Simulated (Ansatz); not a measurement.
Diatomic ZnF, multiplicity 2 (the spin of the measured ground state). No spin–orbit coupling. Zn is treated without relativity.

| level | bond energy D_e (kJ/mol) |
|---|---|
| SVWN5/def2-TZVPP | 370.2 |
| PBE/def2-TZVPP | 306.2 |
| r2SCAN/def2-TZVPP | 312.5 |
| B97M-V/def2-TZVPP | 279.2 |
| B3LYP/def2-TZVPP | 276.6 |
| PBE0/def2-TZVPP | 289.9 |
| BHLYP/def2-TZVPP | 257.8 |
| CAM-B3LYP/def2-TZVPP | 294.1 |
| wB97X-V/def2-TZVPP | 301.2 |
| wB97M-V/def2-TZVPP | 289.6 |
| CCSD/def2-TZVPP | 275.0 |
| CCSD/def2-QZVPP | 292.9 |
| CCSD(T)/def2-TZVPP | 280.8 |
| CCSD(T)/def2-QZVPP | 298.5 |

The rows run from 257.8 (BHLYP/def2-TZVPP) to 370.2 kJ/mol (SVWN5/def2-TZVPP). From def2-TZVPP to def2-QZVPP CCSD(T) changes by 17.7. The 10 functionals in def2-TZVPP without D3 or D4 span 112.4, from BHLYP to SVWN5.

D_e counts from the fitted minimum to each atom's lowest state at the same level, without counterpoise.

Correlated levels freeze the inner cores; with def2 sets outer-core shells near the valence are correlated too.

Run with Ansatz (an electronic-structure program).
